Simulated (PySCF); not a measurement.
**[C7H12]+: g tensor and hyperfine couplings**

Species: C7H12 (charge +1 and doublet state).
Numbering: `[CH2+:1]/[C:2]=[CH:3]\[CH2:4][CH2:5][CH2:6][CH3:7]` (hydrogens: H8, H9 on C1; H10 on C3; H11, H12 on C4; H13, H14 on C5; H15, H16 on C6; H17, H18, H19 on C7)

Geometry (GFN2-xTB, Å), atoms numbered from 1 in this order:
```xyz
19
C7H12 angstrom
C      3.7534    0.6266   -0.5876
C      2.7636    0.1955    0.1095
C      1.7591   -0.2923    0.8138
C      0.5588   -0.9228    0.2189
C     -0.5960    0.0932    0.4120
C     -1.8512   -0.4535   -0.2836
C     -2.9571    0.5780   -0.1407
H      4.4383   -0.0324   -1.1069
H      3.9843    1.6798   -0.6874
H      1.7813   -0.2099    1.8949
H      0.3016   -1.8417    0.7473
H      0.7050   -1.1373   -0.8391
H     -0.7878    0.2367    1.4754
H     -0.3263    1.0548   -0.0273
H     -2.1339   -1.3965    0.1857
H     -1.6531   -0.6411   -1.3393
H     -3.1821    0.7807    0.9029
H     -2.7154    1.5142   -0.6401
H     -3.8525    0.1773   -0.6213
```

The hyperfine couplings belong to this conformer and change with its torsions.

Computed, not measured: UKS B3LYP, pcH-1 on C H, non-relativistic, mean-field spin-orbit, GIAO in PySCF 2.14.0. The structure is a single GFN2-xTB conformer in the gas phase; no vibrational or solvent corrections. Couplings are sensitive to structure, and on GFN2-xTB geometries they can be far from those on DFT ones, by a factor of two or more for some ions and for spin on atoms past the first row. No stability test was run, so a lower SCF solution isn't excluded.

| Property | Result |
| --- | --- |
| g1, g2, g3 | 2.00230, 2.00285, 2.00332 |
| g_iso | 2.00282 |
| Form of g | rhombic: the two nearest values differ by 46 % of g3 − g1 |
| ⟨S²⟩ | 0.7547 (exact 0.7500) |
| α and β electrons | 27, 26 |

Hyperfine couplings atom by atom, in 10⁻⁴ cm⁻¹; T1 to T3 are the principal values of the dipolar part (1 × 10⁻⁴ cm⁻¹ = 2.998 MHz):

```
atom  isotope  a_iso     T1    T2    T3  Mulliken spin population
  C1      13C   -4.4   -5.9  -4.1  10.0                      0.13
  C2      13C    0.8  -14.5  -8.9  23.4                      0.33
  C3      13C    3.4   -9.8  -8.3  18.1                      0.26
  C4      13C   -3.6   -3.5  -3.2   6.7                      0.04
  C5      13C    1.6   -4.5  -4.4   8.9                      0.09
  C6      13C    0.6   -2.4  -2.3   4.7                      0.05
  C7      13C    2.0   -1.4  -1.4   2.8                      0.03
  H8       1H   27.4   -2.9  -2.1   4.9                      0.03
  H9       1H   27.8   -2.9  -2.0   4.9                      0.03
 H10       1H    4.0   -3.9  -2.0   5.9                      0.00
 H11       1H    4.1   -1.9  -0.9   2.8                      0.00
 H12       1H   -1.3   -1.8  -0.2   2.0                      0.00
 H13       1H   -1.8   -2.2   0.0   2.2                      0.00
 H14       1H   -1.9   -2.4   0.1   2.3                      0.00
 H15       1H   -0.3   -1.3   0.0   1.3                      0.00
 H16       1H   -0.9   -1.3  -0.2   1.5                      0.00
 H17       1H   -0.6   -0.9  -0.1   1.0                      0.00
 H18       1H    0.1   -0.9  -0.1   1.0                      0.00
 H19       1H   17.2   -0.9  -0.5   1.4                      0.02
```

Largest spin populations (Mulliken): C2 (+0.33), C3 (+0.26), C1 (+0.13) and C5 (+0.09).

C2, the radical centre as drawn in `[CH2+]/[C]=C\CCCC`, holds a spin population of +0.33 out of 1.

Under fast tumbling the dipolar parts average out, and these isotropic splittings remain (the largest six): 1 × 1H (H9, I = 1/2, 2 lines) with 2.97 mT, 1 × 1H (H8, I = 1/2, 2 lines) with 2.93 mT, 3 × 1H (H17/H18/H19, I = 1/2, 4 lines) with 0.60 mT, 1 × 1H (H10, I = 1/2, 2 lines) with 0.43 mT, 2 × 1H (H13/H14, I = 1/2, 3 lines) with 0.20 mT and 2 × 1H (H11/H12, I = 1/2, 3 lines) with 0.15 mT.

Nuclei that the bonding pattern makes equivalent are averaged, as if the motion that swaps them (rotation, inversion, ring flip) were fast. H8 and H9 aren't averaged: C1 is flat or nearly so (angle sum 360°), and its turn about the short C1–C2 bond (1.29 Å) is taken as slow. The three 1H nuclei of mean +16.7 MHz run from -1.7 to 51.5 MHz in the frozen geometry. The 1H value of +4.3 MHz is a mean of couplings from -3.8 to 12.4 MHz in this one geometry, not an average over conformers.

The 13C coupling of C1 (-13.1 MHz) shows only in satellite lines or after enrichment, since that isotope makes up about 1.07 % of natural carbon.

Examples of negative spin density at the nucleus (bohr⁻³): C1 (-0.0116), C4 (-0.0096) and H13/H14 (-0.0012).
